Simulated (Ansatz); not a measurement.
Basis sets compared for GeBrH3 (GeH3Br). The state is a singlet with charge 0. Geometry PBE-D4/def2-TZVP. Ansatz on 4 threads of Intel Xeon Platinum 8259CL on a shared host; times are rough, and most runs start from earlier orbitals.

```xyz
5

Ge   -0.0104    0.1368   -0.1348
Br    0.1156   -1.5200    1.4975
H    -0.9147   -0.4020   -1.2624
H     1.4264    0.3966   -0.6325
H    -0.6169    1.3886    0.5321
```

The 6-31G sets use Cartesian d functions. B3LYP takes the VWN-RPA correlation.

Binding counts from free atoms (Ge triplet, Br doublet, H doublet) in the same basis, without a counterpoise term.

```csv
level,functions,energy (Eh),HOMO (eV),LUMO (eV),binding per atom (eV),wall time
HF/STO-3G,39,-4598.2141,-8.20,8.44,2.95,0.15 s
HF/6-31G,64,-4648.8339,-11.12,2.00,1.69,0.45 s
PBE-D4/def2-SVP,79,-4651.7063,-6.79,-1.42,2.51,0.4 s
PBE-D4/def2-TZVP (with forces),114,-4652.2842,-6.97,-1.63,2.52,0.75 s
r2SCAN-D4/def2-TZVP,114,-4652.9672,-7.31,-1.34,2.57,1.1 s
B3LYP-D4/6-31G,64,-4652.3354,-7.87,-1.16,2.40,0.65 s
B3LYP-D4/def2-TZVP,114,-4653.0769,-7.99,-1.01,2.53,0.8 s
PBE0-D4/def2-SVP,79,-4651.8565,-8.12,-0.54,2.51,0.75 s
PBE0-D4/def2-TZVP,114,-4652.4325,-8.25,-0.74,2.52,1.2 s
```

Task: Estimate the rows for PBE-D4/def2-TZVPD, r2SCAN-D4/def2-TZVPD, PBE0-D4/def2-TZVPD.

Result: 
```csv
level,functions,energy (Eh),HOMO (eV),LUMO (eV),binding per atom (eV),wall time
PBE-D4/def2-TZVPD,138,-4652.2853,-7.00,-1.77,2.52,0.95 s
r2SCAN-D4/def2-TZVPD,138,-4652.9681,-7.32,-1.42,2.57,1.6 s
PBE0-D4/def2-TZVPD,138,-4652.4335,-8.27,-0.93,2.52,1.2 s
```
